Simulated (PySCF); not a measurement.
[YH4]− at several levels of theory

Computed with PySCF 2.14.0 (density fitting, no spin-orbit coupling) at the geometry relaxed with PBE0:

```xyz
5
[YH4]− (singlet)
Y     0.0000    0.0000    0.0000
H     1.1913    1.1913    1.1913
H    -1.1913   -1.1913    1.1913
H     1.1913   -1.1913   -1.1913
H    -1.1913    1.1913   -1.1913
```

| level | basis | state | HOMO (eV) | gap (eV) | charge on Y1 (e) | dipole about the centre of mass (D) | largest force component (eV/Å) |
| --- | --- | --- | --- | --- | --- | --- | --- |
| PBE0 | Y def2-SVP with ECP28, H def2-SVP | singlet | -2.23 | 5.83 | 0.43 | 0.00 | 0.00 |
| BP86 | the same | singlet | -1.14 | 4.08 | 0.27 | 0.00 | 0.02 |
| r2SCAN | the same | singlet | -1.29 | 4.65 | 0.44 | 0.00 | 0.01 |

Charges are Mulliken's, which hang on the basis. The relaxation used the grid (50, 194), these runs (75, 302) or, all-electron (x2c bases, spin-free X2C Hamiltonian), (99, 590).

Question: What does PBE0 with Y def2-TZVP with ECP28, H def2-TZVP give here?

Answer: state singlet, HOMO (eV) -2.26, gap (eV) 5.78, charge on Y1 (e) 0.43, dipole about the centre of mass (D) 0.00, largest force component (eV/Å) 0.00. Time: 1.9 s on 2 threads of Arm Neoverse V2 (shared host), from free ions and atoms.

In the first row's basis the gap widens with exact exchange: 4.1 to 4.6 eV for BP86, r2SCAN (none); 5.8 eV for PBE0 (a fixed share).
